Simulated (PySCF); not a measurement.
Molecule: SMILES [SiH3]S[SiH2]Cl, ClH$_{5}$SSi$_{2}$.

Mapped SMILES: `[SiH3:1][S:2][SiH2:3][Cl:4]` (H(Xn): hydrogen on atom n).

Geometry PBE0-D3(BJ)/def2-SVP throughout; GIAO in PySCF 2.14.0 with density-fitted response routines, gas phase, one conformer, non-relativistic; equivalent atoms averaged; basis pcSseg-2.

Question: How do the absolute shieldings σ depend on the functional? (ppm; last column core-seconds on shared hosts with different chips, so compare them loosely)

Answer: 
```
functional                    kind    Si3    Si1     S2    Cl4  H(Si3)  H(Si1)  core-s
        HF            Hartree–Fock  393.3  432.5  802.7  971.7   26.60   27.32      11
       LDA                     LDA  299.2  359.6  699.0  873.2   24.57   25.71      18
       PBE                     GGA  325.2  378.1  714.1  886.4   25.24   26.31      21
      BLYP                     GGA  313.0  365.2  690.9  876.9   25.54   26.59      22
      BP86                     GGA  323.6  376.0  711.1  886.0   25.31   26.38      21
      OPBE                     GGA  358.4  405.9  748.8  909.6   25.36   26.41      22
       KT2                     GGA  353.4  405.3  727.8  896.0   25.29   26.37      21
       KT3                     GGA  363.1  410.0  733.6  904.3   25.69   26.71      22
     B97-D                     GGA  340.1  388.5  715.4  895.1   25.66   26.68      22
     B3LYP           global hybrid  327.7  377.9  718.3  901.2   25.75   26.71      17
      PBE0           global hybrid  343.5  393.5  746.2  915.8   25.56   26.52      17
  mPW1PW91           global hybrid  342.2  391.7  743.8  915.2   25.64   26.60      22
      WP04           global hybrid  330.5  373.5  701.8  903.9   26.58   27.48      23
     B97-2           global hybrid  350.9  398.3  745.6  918.1   25.77   26.72      24
 BHandHLYP           global hybrid  350.4  397.0  751.7  930.7   26.07   26.93      23
 CAM-B3LYP  range-separated hybrid  331.5  382.8  735.8  916.1   25.81   26.71      32
   wB97X-D  range-separated hybrid  343.3  392.8  751.0  920.8   25.81   26.70      30
   LC-wPBE  range-separated hybrid  348.6  398.8  775.5  941.0   25.90   26.76      34
```

Question: Which nucleus moves most, in ppm?

Answer: S2 (sulfur bonded to 2 Si): from 690.9 ppm with BLYP to 802.7 ppm with HF. The smallest spread is 1.77 ppm, at H(Si1).
